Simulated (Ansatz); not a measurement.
A run for Ansatz (a program for electronic structure): R-B3LYP/def2-TZVPP on CH5NSi (SMILES C[Si]N), a point of a torsion scan.

Ansatz 0.2 input:
```yaml
crystal:
  periodic: [false, false, false]
  atoms:
    - {symbol: C, position_ang: [1.20459567, -0.13286790, 0.12651794]}
    - {symbol: Si, position_ang: [-0.28109106, 0.98212300, 0.62027061]}
    - {symbol: N, position_ang: [-1.33119630, 0.59720787, -0.68158669]}
    - {symbol: H, position_ang: [1.39352474, -0.13312563, -0.94804947]}
    - {symbol: H, position_ang: [2.11948754, 0.19169182, 0.61964707]}
    - {symbol: H, position_ang: [1.02943503, -1.16550859, 0.43009330]}
    - {symbol: H, position_ang: [-1.12059290, -0.04924308, -1.43103308]}
    - {symbol: H, position_ang: [-2.25680383, 0.97978673, -0.77100340]}
basis:
  gaussian:
    orbitals: def2-TZVPP
hamiltonian:
  xc: {name: B3LYP}
scf: {lower_state_search: off}
```

Problem. Predict the final total energy.

Solution. -385.4344 hartree.
